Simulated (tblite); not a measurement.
C7H8NO (doublet state).
Bonds: C1–C2 (double), C2–C3, C3–O4 (double), C3–N5, N5–C6, C6–C7, C7–C8 (triple), C8–C9. Hydrogens: H10, H11 on C1; H12 on N5; H13, H14 on C6; H15, H16, H17 on C9.
Bond orders are those of one Lewis drawing.

Computed with GFN2-xTB (tblite), gas phase: L-BFGS steps from a force-field or distance-geometry start until the largest atomic force falls under 0.01 eV/Å.

Step 57: E = -704.3347 eV
```
atom  x, y, z in Å  |  force x, y, z in eV/Å
C1     -3.5440    0.3635   -1.1585   -0.008  -0.033   0.001
C2     -2.8003   -0.0299   -0.1873    0.018   0.015   0.020
C3     -1.7844   -0.0614    0.7843   -0.052   0.078   0.005
O4     -1.7916    0.6562    1.7805   -0.005  -0.034  -0.038
N5     -0.8095   -1.0048    0.5508    0.009  -0.076   0.032
C6      0.4051   -0.9995    1.3389   -0.010   0.023  -0.001
C7      1.4997   -0.3618    0.6272    0.021   0.030  -0.023
C8      2.3241    0.2302   -0.0108    0.016  -0.034  -0.059
C9      3.3507    0.8919   -0.7853    0.021  -0.007  -0.020
H10    -4.5114   -0.0814   -1.3576    0.008   0.011  -0.033
H11    -3.2546    1.1492   -1.8526   -0.030   0.001   0.017
H12    -0.7922   -1.4719   -0.3439    0.031   0.047   0.043
H13     0.1817   -0.4258    2.2435   -0.028   0.004   0.052
H14     0.6739   -2.0250    1.6153    0.005  -0.028  -0.031
H15     2.9697    1.8343   -1.1812    0.017  -0.044   0.024
H16     3.6570    0.2528   -1.6148    0.000   0.037   0.005
H17     4.2193    1.0953   -0.1597   -0.012   0.011   0.007
```

Step 58: E = -704.3355 eV
```
atom  x, y, z in Å  |  force x, y, z in eV/Å
C1     -3.5456    0.3628   -1.1588   -0.013  -0.034   0.010
C2     -2.7989   -0.0312   -0.1899    0.007   0.012   0.010
C3     -1.7824   -0.0590    0.7810   -0.054   0.042  -0.017
O4     -1.7906    0.6626    1.7736    0.003  -0.007   0.000
N5     -0.8097   -1.0064    0.5535    0.011  -0.036   0.053
C6      0.4056   -1.0005    1.3402   -0.007   0.017   0.003
C7      1.5018   -0.3646    0.6284    0.009   0.031  -0.025
C8      2.3254    0.2269   -0.0111    0.019  -0.029  -0.050
C9      3.3509    0.8918   -0.7846    0.020  -0.009  -0.018
H10    -4.5123   -0.0827   -1.3597    0.010   0.003  -0.024
H11    -3.2606    1.1527   -1.8488   -0.018   0.015  -0.001
H12    -0.7902   -1.4726   -0.3406    0.028   0.024   0.003
H13     0.1849   -0.4282    2.2461   -0.034   0.012   0.048
H14     0.6707   -2.0269    1.6152    0.024  -0.039  -0.024
H15     2.9673    1.8334   -1.1791    0.008  -0.031   0.020
H16     3.6571    0.2556   -1.6160    0.007   0.029   0.005
H17     4.2197    1.0982   -0.1602   -0.019  -0.001   0.007
```

Step 59: E = -704.3364 eV
```
atom  x, y, z in Å  |  force x, y, z in eV/Å
C1     -3.5479    0.3612   -1.1599    0.006  -0.011   0.018
C2     -2.7966   -0.0299   -0.1929   -0.024   0.015  -0.030
C3     -1.7815   -0.0549    0.7788   -0.026  -0.017  -0.021
O4     -1.7925    0.6688    1.7691    0.017   0.008   0.021
N5     -0.8106   -1.0086    0.5585   -0.009   0.017   0.022
C6      0.4068   -1.0017    1.3420   -0.002   0.004   0.017
C7      1.5046   -0.3684    0.6285   -0.017   0.028  -0.018
C8      2.3273    0.2221   -0.0134    0.009  -0.033  -0.019
C9      3.3519    0.8913   -0.7843    0.006  -0.010  -0.011
H10    -4.5138   -0.0855   -1.3618    0.018  -0.008  -0.011
H11    -3.2685    1.1560   -1.8477   -0.015   0.000   0.006
H12    -0.7853   -1.4691   -0.3387    0.017   0.025   0.010
H13     0.1896   -0.4307    2.2504   -0.029   0.007   0.024
H14     0.6669   -2.0306    1.6146    0.043  -0.019  -0.019
H15     2.9650    1.8315   -1.1764   -0.004  -0.001   0.010
H16     3.6576    0.2589   -1.6179    0.029   0.012  -0.007
H17     4.2199    1.1015   -0.1601   -0.020  -0.017   0.007
```

Step 60: E = -704.3368 eV
```
atom  x, y, z in Å  |  force x, y, z in eV/Å
C1     -3.5486    0.3609   -1.1603   -0.014   0.006  -0.008
C2     -2.7952   -0.0273   -0.1945   -0.004   0.001  -0.009
C3     -1.7806   -0.0529    0.7774   -0.007  -0.032   0.004
O4     -1.7912    0.6711    1.7678    0.012   0.009   0.012
N5     -0.8113   -1.0101    0.5606   -0.015   0.046   0.032
C6      0.4073   -1.0025    1.3430   -0.001   0.000   0.016
C7      1.5052   -0.3696    0.6279   -0.036   0.020  -0.006
C8      2.3271    0.2199   -0.0160    0.004  -0.034  -0.004
C9      3.3522    0.8910   -0.7844   -0.006  -0.011  -0.005
H10    -4.5134   -0.0888   -1.3623    0.025  -0.004  -0.007
H11    -3.2730    1.1580   -1.8474   -0.016  -0.007   0.007
H12    -0.7841   -1.4675   -0.3373    0.017   0.008  -0.017
H13     0.1900   -0.4309    2.2516   -0.018  -0.005   0.011
H14     0.6675   -2.0325    1.6146    0.037   0.007  -0.019
H15     2.9644    1.8310   -1.1751   -0.007   0.012   0.004
H16     3.6583    0.2605   -1.6186    0.041   0.005  -0.014
H17     4.2185    1.1016   -0.1580   -0.014  -0.022   0.004
```

**Question.** Estimate the geometry and energy of step 61. (The exact step hangs on the optimiser's Hessian estimate; all steps are aligned on step 60, rigid shifts and turns removed.)

**Answer.** E = -704.3372 eV, largest force 0.054 eV/Å
```
atom  x, y, z in Å  |  force x, y, z in eV/Å
C1     -3.5492    0.3608   -1.1616    0.005   0.011   0.003
C2     -2.7925   -0.0219   -0.1959   -0.008   0.001  -0.022
C3     -1.7803   -0.0505    0.7778    0.010  -0.035   0.034
O4     -1.7909    0.6721    1.7699    0.008  -0.001  -0.010
N5     -0.8126   -1.0113    0.5637   -0.018   0.041  -0.015
C6      0.4076   -1.0036    1.3440   -0.002   0.005   0.015
C7      1.5048   -0.3711    0.6262   -0.049   0.018   0.005
C8      2.3261    0.2168   -0.0199   -0.003  -0.034   0.009
C9      3.3522    0.8901   -0.7846   -0.016  -0.009  -0.003
H10    -4.5117   -0.0944   -1.3615    0.021  -0.003  -0.007
H11    -3.2789    1.1591   -1.8499   -0.017  -0.017   0.013
H12    -0.7819   -1.4626   -0.3382    0.012   0.018   0.012
H13     0.1903   -0.4307    2.2525   -0.004  -0.019   0.001
H14     0.6694   -2.0341    1.6146    0.024   0.029  -0.018
H15     2.9645    1.8306   -1.1740   -0.010   0.018   0.002
H16     3.6602    0.2623   -1.6196    0.050  -0.002  -0.020
H17     4.2158    1.1004   -0.1546   -0.005  -0.022   0.001
```

The energy changes by -0.0005 eV. The first-order estimate −F·Δx gives -0.0007 eV and the mean of the old and new forces, exact on a quadratic surface, -0.0005 eV. The step makes an angle of 70° with the force vector and moves no atom by more than 0.006 Å.

What follows is the cost of the whole relaxation. The run took 1.2 s wall on Intel Xeon at 2.70 GHz, one thread (shared host).
